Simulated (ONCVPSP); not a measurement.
## tellurium, ONCV: configuration errors across variants

tellurium, optimised norm-conserving Vanderbilt (ONCV), made with ONCVPSP 4.0.1 (PBEsol, non-relativistic). Core [Kr] 4d10, reference 5s2 5p4. Waves: 5s: rc 1.60 bohr, ncon 3, nbas 6, qcut 3.6 1/bohr, 2 projectors, debl 1.4 Ha; 5p: rc 2.25 bohr, ncon 4, nbas 8, qcut 3.3 1/bohr, 1 projector. Local part: polynomial inside 1.30 bohr (lpopt 4, dvloc0 2 Ha). Core correction: none.

All-electron excitation energies from the reference (eV): (1) 5s2 5p3 9.796; (2) 5s2 5p2 27.746; (3) 5s2 5p1 54.604; (4) 5s2 5p0 90.934.

2 further variants failed, have other tests or too few solved ones, and are left out.

A true bound ghost makes a file unfit for plane-wave use even where its test errors are small: the radial tests pick states by their node count and pass the ghost by.

Errors AE − PS in meV (a dash: test not solved or not reliable):

```tsv
change	(1)	(2)	(3)	(4)	bound ghosts	GHOST(+) flags above zero
base	+1.1	-1.3	-27	-113	none	s
all radii scaled by about 1.19 (s 1.90, p 2.68 bohr); local potential polynomial inside 1.54 bohr (lpopt 4, dvloc0 2 Ha)	-1.0	-16	-79	-243	none	s
all radii scaled by about 1.30 (s 2.08, p 2.92 bohr); local potential polynomial inside 1.68 bohr (lpopt 4, dvloc0 2 Ha)	-2.1	-25	-116	-346	none	s
```

Task: Give the same row for: all radii scaled by about 0.91 (s 1.46, p 2.06 bohr); local potential polynomial inside 1.20 bohr (lpopt 4, dvloc0 2 Ha).

Result: +3.3, +11, +7.5, -59; bound ghosts: s; GHOST(+) flags above zero: s, p.
